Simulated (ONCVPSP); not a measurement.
**What one change does to a pseudopotential (Ir (Z = 77), ONCV)**

* Element: iridium
* Generator: ONCVPSP 4.0.1
* Type: optimised norm-conserving Vanderbilt (ONCV)
* Functional: PBEsol
* Relativity: fully relativistic
* Frozen core: [Kr] 4d10 4f14
* Valence charge: 17
* Reference configuration: 5s2 5p6 5d7 6s1.5 (charge +0.5)
* Partial waves: 5s+6s: rc 1.70 bohr, ncon 4, nbas 8, qcut 6.3 1/bohr, 2 projectors; 5p: rc 1.25 bohr, ncon 3, nbas 8, qcut 7.4 1/bohr, 1 projector; 5d: rc 2.50 bohr, ncon 3, nbas 8, qcut 6.5 1/bohr, 2 projectors, debl 2.8 Ha
* Local potential: polynomial inside 0.95 bohr (lpopt 3, dvloc0 0 Ha)
* Core correction: Teter function, fcfact 4, rcfact 1.8

Open shells are filled in proportion to 2j + 1.

Change: all radii but the core radius scaled by about 1.20 (s 2.04, p 1.50, d 2.98 bohr); local potential polynomial inside 1.14 bohr (lpopt 3, dvloc0 0 Ha).

Cutoffs: the cutoffs (Ha) at which the residual kinetic energy of the hardest occupied pseudo-wave falls to 1 and 0.1 mHa per electron; they do not see the model core or the augmentation charge, which bear on the density cutoff. Errors are all-electron minus pseudo energies relative to the spin-unpolarised reference configuration.

Predict the effect on cutoff, ghosts and configuration errors.

The potential gets softer (27 Ha and 138 Ha → 19 Ha and 25 Ha); of the 4 tests that both files solve, the error grows in 3 and shrinks in 0 by more than 15 % and 0.3 meV (median size 7.3 → 10.8 meV); neither file shows a bound ghost. A larger radius leaves more room for a smooth pseudo-wave, so fewer plane waves are needed. More of the atom is replaced by a form fitted at one configuration, so other configurations suffer.

```csv
quantity,base,changed
"cutoff, loose",27 Ha,19 Ha
"cutoff, tight",138 Ha,25 Ha
loose cutoff by channel,"s 16 Ha, p 27 Ha, d 14 Ha","s 11 Ha, p 19 Ha, d 13 Ha"
bound ghosts,none,none
GHOST(+) flags under 300 eV,s at 76.6 eV,none
"error for 5s2 5p6 5d7 6s2, meV [ΔE -4.06 eV]",-0.5,-0.5
"error for 5s2 5p6 5d7 6s1, meV [ΔE 5.87 eV]",-0.8,-1.1
"error for 5s2 5p6 5d7 6s0, meV [ΔE 23.38 eV]",-14,-20
"error for 5s2 5p6 5d6 6s2 6p1, meV [ΔE 3.08 eV]",+147,+186
"rms error of d²Exc/dni dnj with the model core, mHa",1.88,2.18
```
